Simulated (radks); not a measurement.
Problem. Species: Zr. Configuration: [Ar] 3d10 4s2 4p5.5 4d2 5s2 4f0.5 (fractional occupations, a model configuration). Calculated with a radial shooting solver on a logarithmic mesh with Libxc functionals: Dirac Kohn-Sham, LDA (Slater exchange, Perdew-Wang correlation), spin-unpolarised, spherical densities, finite nucleus; open shells are shared between the two j in proportion to 2j + 1; Fermi nuclear charge, rms radius 4.2694 fm. Some entries of the table are withheld. Estimate them.

| orbital | occ. | eigenvalue (eV) | r(max) (bohr) |
|---|---|---|---|
| 1s1/2 | 2 | -17797.03 | 0.02417 |
| 2s1/2 | 2 | -2471.237 | 0.1373 |
| 2p1/2 | 2 | -2264.472 | 0.1070 |
| 2p3/2 | 4 | -2178.760 | 0.1106 |
| 3s1/2 | 2 | -409.3123 | 0.4089 |
| 3p1/2 | 2 | -332.2824 | 0.3964 |
| 3p3/2 | 4 | -318.6121 | 0.4056 |
| 3d3/2 | 4 | (1) | (2) |
| 3d5/2 | 6 | (3) | (4) |
| 4s1/2 | 2 | -59.6495 | 1.073 |
| 4p1/2 | 1.83333 | -38.6949 | 1.154 |
| 4p3/2 | 3.66667 | -36.8457 | 1.180 |
| 4d3/2 | 0.8 | -7.8193 | (5) |
| 4d5/2 | 1.2 | -7.6654 | (6) |
| 5s1/2 | 2 | -7.3408 | 2.969 |
| 4f5/2 | 0.214286 | -0.2866 | 25.79 |
| 4f7/2 | 0.285714 | -0.2866 | 25.79 |

Solution. 
(1) 3d3/2 eigenvalue (eV): -182.2226
(2) 3d3/2 r(max) (bohr): 0.3450
(3) 3d5/2 eigenvalue (eV): -179.7222
(4) 3d5/2 r(max) (bohr): 0.3478
(5) 4d3/2 r(max) (bohr): 1.547
(6) 4d5/2 r(max) (bohr): 1.560
